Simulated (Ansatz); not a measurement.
`S/C=C/c1ccc(/C=C/c2ccc(/C=C/c3ccc(S)cc3)cc2)cc1` with charge +1. Charge 1, multiplicity 2. Geometry PBE-D4/def2-SVP, that of the neutral singlet; atoms count from 1.

```tsv
atom	x (Å)	y (Å)	z (Å)
S1	3.5799	-5.6650	-9.0144
C2	2.9967	-5.0997	-7.4523
C3	2.7631	-3.7876	-7.1846
C4	2.3196	-3.2263	-5.9121
C5	2.1581	-3.9853	-4.7253
C6	1.7168	-3.3912	-3.5448
C7	1.4092	-2.0068	-3.4710
C8	0.9415	-1.4437	-2.2112
C9	0.5189	-0.1637	-1.9952
C10	0.0544	0.4105	-0.7404
C11	-0.4129	1.7487	-0.7222
C12	-0.8684	2.3456	0.4528
C13	-0.8808	1.6433	1.6840
C14	-1.3591	2.3180	2.8831
C15	-1.4081	1.8130	4.1496
C16	-1.8867	2.4948	5.3469
C17	-2.4079	3.8138	5.3439
C18	-2.8524	4.4272	6.5148
C19	-2.7953	3.7435	7.7505
S20	-3.3397	4.4526	9.2805
C21	-2.2809	2.4294	7.7751
C22	-1.8392	1.8260	6.5959
C23	-0.4126	0.3007	1.6662
C24	0.0397	-0.2954	0.4942
C25	1.5844	-1.2459	-4.6553
C26	2.0268	-1.8391	-5.8353
H27	3.4447	-6.9937	-8.7551
H28	2.8499	-5.8779	-6.6870
H29	2.9076	-3.0555	-7.9990
H30	2.3893	-5.0613	-4.7238
H31	1.6004	-4.0086	-2.6397
H32	0.9285	-2.1531	-1.3658
H33	0.5078	0.5355	-2.8490
H34	-0.4153	2.3237	-1.6618
H35	-1.2260	3.3873	0.4313
H36	-1.7080	3.3515	2.7155
H37	-1.0505	0.7830	4.3206
H38	-2.4699	4.3766	4.4006
H39	-3.2508	5.4527	6.4716
H40	-3.7273	5.6511	8.7640
H41	-2.2274	1.8779	8.7263
H42	-1.4406	0.7999	6.6356
H43	-0.4049	-0.2857	2.5972
H44	0.3977	-1.3351	0.5308
H45	1.3759	-0.1657	-4.6480
H46	2.1537	-1.2199	-6.7375
```

Single mean-field runs in def2-TZVP are fitted with def2-universal-jkfit.

Question: Estimate the Mulliken populations of the heavy atoms from the PBE0/def2-TZVP orbitals of Ansatz.

Answer: 
```tsv
atom	charge (e)	spin (α − β)
S1	-0.05	0.09
C2	-0.04	0.10
C3	-0.26	-0.01
C4	0.29	0.09
C5	-0.21	-0.02
C6	-0.18	0.03
C7	0.28	0.03
C8	-0.15	0.10
C9	-0.17	0.06
C10	0.30	0.06
C11	-0.19	0.02
C12	-0.20	0.00
C13	0.31	0.08
C14	-0.19	0.02
C15	-0.14	0.12
C16	0.27	0.01
C17	-0.21	0.04
C18	-0.19	-0.02
C19	0.18	0.08
S20	-0.08	0.07
C21	-0.17	-0.02
C22	-0.19	0.04
C23	-0.20	0.00
C24	-0.19	0.02
C25	-0.19	0.04
C26	-0.19	-0.02
```
Mulliken values depend strongly on the basis.

Question: Where does the spin sit?

Answer: Summed by element: S 0.16, C 0.88, H -0.03, of 1 unpaired in all. Largest on single atoms: C15 0.12, C2 0.10, C8 0.10.

Question: And the Mayer bond orders between heavy atoms (over 0.3)?

Answer: S1–C2 1.25 (1.76 Å); C2–C3 1.71 (1.36 Å); C3–C4 1.11 (1.46 Å); C4–C5 1.26 (1.42 Å); C4–C26 1.24 (1.42 Å); C5–C6 1.55 (1.39 Å); C6–C7 1.24 (1.42 Å); C7–C8 1.12 (1.46 Å); C7–C25 1.26 (1.42 Å); C8–C9 1.59 (1.37 Å); C9–C10 1.14 (1.46 Å); C10–C11 1.24 (1.42 Å); C10–C24 1.23 (1.42 Å); C11–C12 1.51 (1.39 Å); C12–C13 1.24 (1.42 Å); C13–C14 1.14 (1.46 Å); C13–C23 1.23 (1.42 Å); C14–C15 1.61 (1.36 Å); C15–C16 1.10 (1.46 Å); C16–C17 1.27 (1.42 Å); C16–C22 1.26 (1.42 Å); C17–C18 1.54 (1.39 Å); C18–C19 1.29 (1.41 Å); C19–S20 1.14 (1.77 Å); C19–C21 1.31 (1.41 Å); C21–C22 1.51 (1.40 Å); C23–C24 1.58 (1.39 Å); C25–C26 1.54 (1.39 Å).
